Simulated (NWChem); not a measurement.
System: CH3FOZr; SMILES [CH3][Zr](=[O])[F]

Computed with NWChem. Structure relaxed at the PBE0/def2-SVP (def2 core potentials past Kr) level.

For level TPSS/STO-3G, non-relativistic:

| Property | Result |
|---|---|
| highest occupied level (eV) | -2.58 |
| orbital gap (eV) | 3.19 |
| dipole (D) | 4.05 |

**Question.** How do the values read with level TPSS/3-21G, non-relativistic instead?

**Answer.** 
| Property | Value |
|---|---|
| highest occupied level (eV) | -5.86 |
| orbital gap (eV) | 2.96 |
| dipole (D) | 4.38 |
